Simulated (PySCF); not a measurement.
C₃H₇BO₃, SMILES COB1COCO1.

Geometry: PBE0-D3(BJ)/def2-SVP. This is a generated structure with no PubChem entry under its InChIKey; it may be hypothetical. The values are those of a single conformer.

Computed with TDA-PBE/def2-SVPD (PySCF 2.14.0).

Vertical excitations. Isolated molecule, no solvent.

Question: Give excitation energies, oscillator strengths and character. (An estimate is asked for; the answer gives what the named calculation found.)

Answer: 
```tsv
state	energy (eV)	λ (nm)	f	main pairs
S1	5.68	218	0.010	HOMO→LUMO 100 %
S2	6.11	203	0.019	HOMO→LUMO+1 98 %
S3	6.35	195	0.005	HOMO→LUMO+2 100 %
S4	6.63	187	0.002	HOMO−1→LUMO 99 %
S5	6.72	184	0.003	HOMO→LUMO+3 98 %
S6	7.02	177	0.008	HOMO−2→LUMO 98 %
T1	5.59	222	0	HOMO→LUMO 100 %
T2	5.85	212	0	HOMO→LUMO+1 99 %
```
Triplets are in the Tamm–Dancoff approximation.
